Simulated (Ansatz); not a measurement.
**C2H5Ga: where a starting geometry ends**

The starting geometry of this gas-phase singlet was optimised with GFN2-xTB.

| atom | x (Å) | y (Å) | z (Å) |
| --- | --- | --- | --- |
| C | -0.8758 | 1.0009 | -1.4505 |
| C | 0.6565 | 1.0253 | 2.2857 |
| Ga | -0.2968 | 1.0106 | 0.4189 |
| H | -1.5892 | 1.8534 | -1.4795 |
| H | -1.5221 | 0.0965 | -1.4879 |
| H | 0.7439 | 0.0121 | 2.6913 |
| H | 1.6672 | 1.4360 | 2.1827 |
| H | 0.1173 | 1.6366 | 3.0153 |

Task: Where would you expect an optimisation with PBE0-D4/def2-TZVP to take it?

Result: It keeps its bonds.

The energy falls by 0.53 eV over 35 steps:

```json
{"step": "1", "E − E(last) (eV)": "0.530"}
{"step": "5", "E − E(last) (eV)": "0.003"}
{"step": "9", "E − E(last) (eV)": "0.000"}
{"step": "12", "E − E(last) (eV)": "0.000"}
{"step": "16", "E − E(last) (eV)": "0.000"}
{"step": "20", "E − E(last) (eV)": "0.000"}
{"step": "24", "E − E(last) (eV)": "0.000"}
{"step": "27", "E − E(last) (eV)": "0.000"}
{"step": "31", "E − E(last) (eV)": "0.000"}
{"step": "35", "E − E(last) (eV)": "0.000"}
```

Final geometry (Å):

```xyz
8

C    -1.0649    0.9605   -1.0838
C     0.6218    1.0333    2.2146
Ga   -0.3446    1.0365    0.5413
H    -1.0825    1.8330   -1.7265
H    -1.6970    0.1291   -1.3740
H     0.9243    0.0127    2.4589
H     1.5267    1.6367    2.1155
H     0.0173    1.4296    3.0299
```

Frequencies at the end are all real (lowest 30 cm⁻¹). Run with Ansatz 0.2.0, 4.7 min on 2 threads of AMD EPYC (Zen 3), on a shared host.
